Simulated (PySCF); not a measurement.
A structure optimised at PBE-D3(BJ)/def2-SVP, used in a PySCF frequency run:

```xyz
7

Br    -2.6094     0.0651     0.2661
C     -1.1980    -0.5397    -0.8661
C      0.0000     0.0000    -0.8685
C      1.1980     0.5397    -0.8661
Br     2.6094    -0.0651     0.2661
H     -1.4963    -1.3806    -1.5122
H      1.4963     1.3806    -1.5122
```
Charge 0, spin multiplicity 1.

**Question.** Write its SMILES, formula and point group.

**Answer.** BrC=C=CBr, C3H2Br2, C2

**Question.** What are its rotational constants (standard atomic weights)?

**Answer.** 9.3368, 0.44385, 0.43202 GHz
